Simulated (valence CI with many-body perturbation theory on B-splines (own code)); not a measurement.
## Dy44+: what the settings do

Calculated by relativistic CI+MBPT: four valence electrons over a frozen Dirac-Fock core [Ar], a basis of 6 s, 6 p, 5 d, 5 f, 1 g functions for each j, with the one-electron correlation potential Σ1 (screened to all orders), the two-electron term Σ2, the three-electron term Σ3, Breit, model QED; selected single and double excitations, second order for the rest, scaled by the run's own slope (own B-spline code, finite nucleus).

The last digits are not significant, and no measured levels were compared; by estimate large intervals hold to a few tenths of a per cent, small ones and those within an open d or f shell to about a per cent. Only levels of the ground parity were solved; by the run's estimate the other parity begins above the list, which can be wrong where configurations are misplaced.

The reference run has the lowest level (3d3/2^4) J=0 and an ionisation energy of 3608.09 eV. Its largest variational space holds 8011 state functions.

Levels are named by their leading jj configuration (3d3/2^4 stands for four electrons in 3d with j = 3/2), which in mixed levels can hold well under half, so a name can repeat and another be missing. Letters in brackets count levels of one name in rising energy.

Changed runs:
A. box radius (bohr) 2.5468 → 4.76
B. correlating orbitals by l 3 3 3 3 1 → 4 1 3 3 3
C. highest l in the core sums 6 → 3; orbitals per symmetry with explicit Σ2 and valence Breit (the others get mean screening factors) 5 → 4
D. start configuration 3d4 → 3d5 (bad on purpose)

Excitation energies of the reference run in cm⁻¹, and shifts in cm⁻¹:

```tsv
Level	Reference	A	B	C
(3d3/2^3 3d5/2) J=1	277728	0	+83	+330
(3d3/2^3 3d5/2) J=4	363468	0	-5.7	+556
(3d3/2^3 3d5/2) J=2	372984	0	+24	+299
(3d3/2^3 3d5/2) J=3	399867	0	-7.8	+378
(3d3/2^2 3d5/2^2) J=0 [a]	617637	+0.1	+80	+305
(3d3/2^2 3d5/2^2) J=2 [a]	630964	+0.1	+36	+357
(3d3/2^2 3d5/2^2) J=4 [a]	637725	+0.1	+74	+758
(3d3/2^2 3d5/2^2) J=3 [a]	652050	+0.1	+60	+616
(3d3/2^2 3d5/2^2) J=5	681322	+0.1	+25	+977
(3d3/2^2 3d5/2^2) J=6	702190	+0.1	+0.4	+1198
(3d3/2^2 3d5/2^2) J=1	708963	+0.1	+0.2	+224
(3d3/2^2 3d5/2^2) J=4 [b]	738304	+0.1	-28	+620
Ionisation energy (eV)	3608.09	-0.00031	+0.027	+0.85
```

Run D: It gave no result: the electrons of core and valence do not add up to the charge. The program said: "core and valence hold 23 electrons, the ion has 22".
